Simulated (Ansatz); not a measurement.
A nudged elastic band was laid between two geometries of FH2O2Si (6 atoms, charge 0, multiplicity 2).

Level of theory: UKS PBE-D4/def2-SVP (Ansatz).

```yaml
movable_images: 3
climbing_image: no
spring: 5.0 eV/Å²
optimiser: quadratic models (default)
start_path: IDPP
force_threshold: 0.05 eV/Å
iteration_limit: 60
end_points: relaxed
```

Image 0:

```xyz
6
Properties=species:S:1:pos:R:3
O -0.941 1.028 -0.627
Si 0.385 0.033 -0.438
O 0.329 -0.594 1.119
F 0.175 -1.149 -1.554
H -1.031 1.707 0.066
H 1.124 -1.089 1.387
```

Image 4:

```xyz
6
Properties=species:S:1:pos:R:3
O -0.900 0.814 0.459
Si 0.309 0.118 -0.475
O 0.957 -1.149 0.397
F -0.318 -0.583 -1.817
H -1.264 1.644 0.099
H 1.258 -0.908 1.292
```

Question: Which bonds break or form, and what moves?

Answer: No bond is made or broken. The dihedral O1–Si2–O3–H6 goes from -172 to -54°. The two ends are copies of one structure, up to a mirror image or an exchange of like atoms.

Question: What energy profile does the band end with?

Answer: The run converged. The highest image is number 2 of 0 to 4, 7.8 kJ/mol above the ends, which have the same energy within 2 meV. No image climbed, so the highest image needn't sit at the top of the path. So few images can step over the top or miss a turn of the path.

```csv
image,path coordinate (Å),energy (kJ/mol),dihedral O1–Si2–O3–H6 (°)
0,0.00,0.0,-172
1,0.41,3.0,-154
2,0.83,7.8,-122
3,1.24,3.1,-90
4,1.66,0.0,-54
```

Question: What is the geometry of the highest image?

Answer: 
```xyz
6
Properties=species:S:1:pos:R:3
O -1.107 0.933 -0.100
Si 0.294 0.052 -0.358
O 0.468 -1.121 0.823
F 0.065 -0.753 -1.765
H -0.970 1.888 0.017
H 1.292 -1.062 1.335
```

Run time: 83 s on 1 thread of Arm Neoverse N1, with other jobs on the host, peak memory 0.12 GiB.
